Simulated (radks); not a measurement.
The numbers below are computed, except where a source is named.
Q: The mean radii <r> (bohr) of the occupied orbitals of an atom or ion are listed with their occupations. Code: a radial shooting solver on a logarithmic mesh with Libxc functionals. Model: Dirac Kohn-Sham, PBE, spin-unpolarised, spherical densities, finite nucleus; Fermi nuclear charge, rms radius of each element as measured or else 0.836 A^(1/3) + 0.57 fm.

orbital  occ.      <r>
1s1/2       2  0.01867
2s1/2       2  0.07835
2p1/2       2  0.06488
2p3/2       4  0.07272
3s1/2       2   0.2043
3p1/2       2   0.1943
3p3/2       4   0.2088
3d3/2       4   0.1830
3d5/2       6   0.1874
4s1/2       2   0.4572
4p1/2       2   0.4625
4p3/2       4   0.4948
4d3/2       4   0.5114
4d5/2       6   0.5223
5s1/2       2    1.045
5p1/2       2    1.125
4f5/2       6   0.5892
4f7/2       6   0.5966
5p3/2       4    1.202
6s1/2       1    2.198

Name the element and its charge.

A: Z = 73, tantalum, charge +6: Ta6+ in [Xe] 4f(5/2: 6, 7/2: 6) 6s1. The 1s radius gives Z: for a bare nucleus <r> = (2 gamma + 1)/(2Z) with gamma = sqrt(1 - (Z/c)^2), 0.01844 bohr for Z = 73, and screening makes it slightly larger (0.01867 here). The occupations add up to 67, and the charge is Z minus that.
